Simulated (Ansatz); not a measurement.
`[AlH2][Al]([Cl])[Cl]`. The species carries charge 0 and has multiplicity 1. Geometry: relaxed with PBE0-D4/def2-TZVP.

```xyz
6

Al   -0.007   -0.033   -1.401
Al    0.006    0.031    1.182
Cl    1.046   -1.386    2.333
Cl   -1.022    1.498    2.280
H    -0.779    1.082   -2.224
H     0.757   -1.192   -2.171
```

**Question.** What is the dipole moment at r2SCAN/def2-TZVPP? (Best estimate.)

**Answer.** Computed: 1.78 D, with components (-0.01, -0.03, -1.78) D in this frame, pointing from negative to positive charge.

**Question.** And with PBE, B3LYP, ωB97M-V? (Estimate.)

**Answer.** Computed: PBE 1.78 D, B3LYP 1.87 D, ωB97M-V 1.93 D.

**Question.** Give the Mulliken charges with r2SCAN, PBE, ωB97M-V in def2-TZVPP. (Estimate.)

**Answer.** Computed: 
```json
{"atom": "Al1", "r2SCAN": "0.34", "PBE": "0.23", "ωB97M-V": "0.26"}
{"atom": "Al2", "r2SCAN": "0.45", "PBE": "0.40", "ωB97M-V": "0.37"}
{"atom": "Cl3", "r2SCAN": "-0.25", "PBE": "-0.21", "ωB97M-V": "-0.22"}
{"atom": "Cl4", "r2SCAN": "-0.25", "PBE": "-0.21", "ωB97M-V": "-0.22"}
{"atom": "H5", "r2SCAN": "-0.15", "PBE": "-0.10", "ωB97M-V": "-0.10"}
{"atom": "H6", "r2SCAN": "-0.15", "PBE": "-0.10", "ωB97M-V": "-0.10"}
```

B3LYP here is the variant with VWN-RPA as its local correlation; programs differ in this.
